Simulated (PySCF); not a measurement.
Molecule: `C=CCC1=CC=C[SiH2]1`, C₇H₁₀Si.

Bonds (- single, = double, # triple, : aromatic): C1=C2, C2-C3, C3-C4, C4=C5, C5-C6, C6=C7, C7-Si8, Si8-C4. C1 carries H9, H10; C2 carries H11; C3 carries H12, H13; C5 carries H14; C6 carries H15; C7 carries H16; Si8 carries H17, H18. H10 is cis to C3; H9 is trans to C3.

Frames of a GFN2-xTB Langevin trajectory at 300 K; GIAO PBE0/pcSseg-1 shieldings in PySCF, gas phase, non-relativistic; equivalent atoms averaged within each frame.

δ = σ(ref) − σ, references computed at the same level: ¹³C (σ = 186.93 ppm), ²⁹Si (σ = 349.16 ppm), ¹H (σ = 31.72 ppm) against TMS. The references are static minima.

Problem. How do the shifts (ppm) fluctuate along the trajectory?

Solution. 
```tsv
time (fs)	C2	C6	C7	C5	C4	C1	C3	Si8	H14	H15
optimised geometry	149.5	157.1	133.2	149.3	155.1	120.5	45.8	-50.1	6.87	7.20
250	158.4	157.6	145.4	144.0	142.4	129.1	44.1	-49.0	7.04	6.77
425	147.2	157.1	137.5	154.0	157.7	121.3	44.8	-53.2	7.09	7.07
625	150.6	159.7	143.5	157.6	146.6	123.5	38.8	-48.3	7.96	7.17
800	146.3	157.0	131.0	155.0	154.6	120.8	51.1	-54.6	7.58	7.23
1000	154.4	153.7	118.5	152.9	174.1	127.4	42.9	-47.3	6.78	7.35
mean of frames	151.4	157.0	135.2	152.7	155.1	124.4	44.3	-50.5	7.29	7.12
standard deviation	5.1	2.2	10.9	5.1	12.3	3.7	4.4	3.2	0.47	0.22
```

5 frames give an uncertainty of the mean of about the standard deviation over 2.2 at best, since frames this close in time may not be independent; classical motion lacks zero-point vibration, and the reference would need the same averaging.
